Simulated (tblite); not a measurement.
Input of a run (GFN2-xTB geometry optimisation, gas phase (tblite 0.8.0)), started from a force field or distance geometry:
```
{"job": {"kind": "relax", "xc": "GFN2-xTB", "basis": "xTB"}, "charge": 0, "multiplicity": 1}
C     -2.905300     1.017700     1.575800
C     -2.609700     1.115700     0.266700
Si    -1.919600    -0.224500    -0.779500
P      0.191100     0.226400    -1.128700
Si     0.561300    -1.564500    -2.338700
Si     0.892300    -0.655300     0.752700
S      3.034900    -0.503700     0.816400
C      3.337700     1.269100     1.008400
H     -2.783400     0.102300     2.150600
H     -3.315700     1.880000     2.113200
H     -2.759300     2.049900    -0.245900
H     -2.122300    -1.547800    -0.143400
H     -2.635600    -0.196700    -2.076300
H     -0.105600    -1.376300    -3.656800
H      0.021900    -2.776800    -1.701300
H      2.014500    -1.710400    -2.566900
H      0.373000     0.132300     1.900100
H      0.499800    -2.078800     0.905800
H      2.957400     1.819100     0.143000
H      2.859100     1.648400     1.916900
H      4.404700     1.446300     1.087400
```

Output (eV, eV/Å):
```
step      E/eV     max force
  0    -652.74351    1.859
  1    -652.82448    1.294
  2    -652.85866    0.342
  3    -652.86825    0.282
  4    -652.89098    0.270
  5    -652.90389    0.251
  6    -652.91648    0.191
  7    -652.92286    0.141
  8    -652.92821    0.198
  9    -652.93373    0.247
 10    -652.93957    0.188
 11    -652.94382    0.139
 12    -652.94673    0.106
 13    -652.94943    0.190
 14    -652.95256    0.204
 15    -652.95535    0.123
 16    -652.95727    0.088
 17    -652.95874    0.096
 18    -652.96045    0.160
 19    -652.96267    0.177
 20    -652.96505    0.124
 21    -652.96693    0.123
 22    -652.96821    0.108
 23    -652.96928    0.098
 24    -652.97041    0.089
 25    -652.97158    0.079
 26    -652.97272    0.117
 27    -652.97383    0.121
 28    -652.97486    0.089
 29    -652.97572    0.070
 30    -652.97641    0.066
 31    -652.97702    0.060
 32    -652.97778    0.069
 33    -652.97883    0.075
 34    -652.98003    0.088
 35    -652.98102    0.079
 36    -652.98170    0.055
 37    -652.98224    0.052
 38    -652.98279    0.052
 39    -652.98336    0.059
 40    -652.98396    0.060
 41    -652.98466    0.079
 42    -652.98560    0.089
 43    -652.98673    0.075
 44    -652.98775    0.079
 45    -652.98853    0.070
 46    -652.98927    0.075
 47    -652.99026    0.115
 48    -652.99171    0.133
 49    -652.99344    0.107
 50    -652.99497    0.100
 51    -652.99623    0.123
 52    -652.99746    0.108
 53    -652.99854    0.070
 54    -652.99936    0.049
 55    -653.00008    0.072
 56    -653.00096    0.106
 57    -653.00208    0.115
 58    -653.00305    0.093
 59    -653.00382    0.062
 60    -653.00428    0.051
 61    -653.00494    0.076
 62    -653.00554    0.089
 63    -653.00626    0.068
 64    -653.00664    0.043
 65    -653.00690    0.038
 66    -653.00723    0.052
 67    -653.00775    0.073
 68    -653.00832    0.063
 69    -653.00870    0.057
 70    -653.00897    0.055
 71    -653.00935    0.053
 72    -653.00992    0.072
 73    -653.01062    0.072
 74    -653.01118    0.043
 75    -653.01148    0.031
 76    -653.01167    0.037
 77    -653.01190    0.045
 78    -653.01221    0.045
 79    -653.01245    0.034
 80    -653.01259    0.021
 81    -653.01271    0.025
 82    -653.01283    0.022
 83    -653.01296    0.028
 84    -653.01310    0.036
 85    -653.01331    0.050
 86    -653.01364    0.055
 87    -653.01411    0.043
 88    -653.01459    0.043
 89    -653.01498    0.040
 90    -653.01529    0.035
 91    -653.01555    0.034
 92    -653.01575    0.025
 93    -653.01587    0.023
 94    -653.01594    0.024
 95    -653.01603    0.024
 96    -653.01617    0.025
 97    -653.01633    0.028
 98    -653.01645    0.020
 99    -653.01653    0.021
100    -653.01659    0.019
101    -653.01668    0.019
102    -653.01676    0.021
103    -653.01689    0.027
104    -653.01699    0.034
105    -653.01708    0.029
106    -653.01716    0.024
107    -653.01726    0.021
108    -653.01738    0.025
109    -653.01752    0.032
110    -653.01766    0.034
111    -653.01784    0.037
112    -653.01814    0.046
113    -653.01853    0.047
114    -653.01888    0.039
115    -653.01913    0.046
116    -653.01936    0.045
117    -653.01969    0.041
118    -653.02018    0.050
119    -653.02063    0.036
120    -653.02089    0.027
121    -653.02103    0.026
122    -653.02118    0.038
123    -653.02139    0.044
124    -653.02159    0.035
125    -653.02176    0.026
126    -653.02186    0.019
127    -653.02193    0.025
128    -653.02205    0.027
129    -653.02217    0.025
130    -653.02228    0.026
131    -653.02239    0.029
132    -653.02257    0.044
133    -653.02286    0.054
134    -653.02324    0.052
135    -653.02359    0.037
136    -653.02385    0.038
137    -653.02407    0.041
138    -653.02421    0.040
139    -653.02458    0.055
140    -653.02504    0.058
141    -653.02562    0.058
142    -653.02601    0.046
143    -653.02647    0.045
144    -653.02684    0.049
145    -653.02730    0.043
146    -653.02767    0.041
147    -653.02795    0.037
148    -653.02820    0.038
149    -653.02844    0.044
150    -653.02870    0.045
151    -653.02894    0.046
152    -653.02915    0.041
153    -653.02928    0.031
154    -653.02943    0.035
155    -653.02962    0.035
156    -653.02978    0.022
157    -653.02987    0.021
158    -653.02995    0.021
159    -653.03003    0.022
160    -653.03012    0.028
161    -653.03020    0.019
162    -653.03026    0.016
163    -653.03032    0.020
164    -653.03041    0.026
165    -653.03052    0.030
166    -653.03062    0.022
167    -653.03068    0.017
168    -653.03073    0.017
169    -653.03078    0.017
170    -653.03085    0.015
171    -653.03092    0.019
172    -653.03099    0.019
173    -653.03105    0.018
174    -653.03109    0.014
175    -653.03112    0.011
176    -653.03114    0.012
177    -653.03117    0.014
178    -653.03120    0.014
179    -653.03122    0.009
```

**Question.** Summarise the run.

**Answer.** The energy falls by 27.8 kJ/mol over 179 L-BFGS steps, the largest force on an atom goes from 1.86 to 0.009 eV/Å, and the atoms move by 0.634 Å rms after alignment. The bond that changes most is Si3–P4 (SiH2 silicon to three-coordinate phosphorus), which lengthens by 0.048 Å. Bonds longer at the end by more than 0.005 Å: 6 of 20; shorter: 13. Among the angles that change most is Si3–P4–Si5, from 94.7° to 102.7°. Among the dihedrals that turn most is P4–Si6–S7–C8, from 69° to 41°. The energy never rose by more than 1e-5 eV on the way. The first step brought 28 % of the lowering.

**Question.** What are the final bond lengths?

**Answer.** C1=C2 1.324 Å, C2–Si3 1.879 Å, Si3–P4 2.235 Å, P4–Si5 2.230 Å, P4–Si6 2.222 Å, Si6–S7 2.141 Å, S7–C8 1.820 Å, C1–H9 1.078 Å, C1–H10 1.080 Å, C2–H11 1.084 Å, Si3–H12 1.468 Å, Si3–H13 1.465 Å, Si5–H14 1.461 Å, Si5–H15 1.464 Å, Si5–H16 1.461 Å, Si6–H17 1.463 Å, Si6–H18 1.458 Å, C8–H19 1.088 Å, C8–H20 1.086 Å, C8–H21 1.085 Å. Numbering counts from 1 in the input's order; the species is `C=C[SiH2]P([SiH3])[SiH2]SC`.

On one thread, Arm Neoverse V2 (aarch64), shared host with 192 logical CPUs at a one-minute load of 113, this took 2.2 s wall.

Its GFN2-xTB frequencies are all real (lowest 25 cm⁻¹). The numbers are those of one conformer. 3 starts were optimised and ended at 0.00, 0.37 and 0.46 kcal/mol (GFN2-xTB); the lowest of these is shown.

The numbers are calculated, not measured.
